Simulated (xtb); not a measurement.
xtb input:

```bash
xtb mol.xyz --gfn 2 --ohess tight --chrg 1 --uhf 0
```
mol.xyz:
```
2

B      0.05504818    -0.05077434    -0.57668500
O     -0.05298175     0.00821946     0.54745901
```

Q: Predict the final energy.

A: -4.65779 Eh (GFN2-xTB).
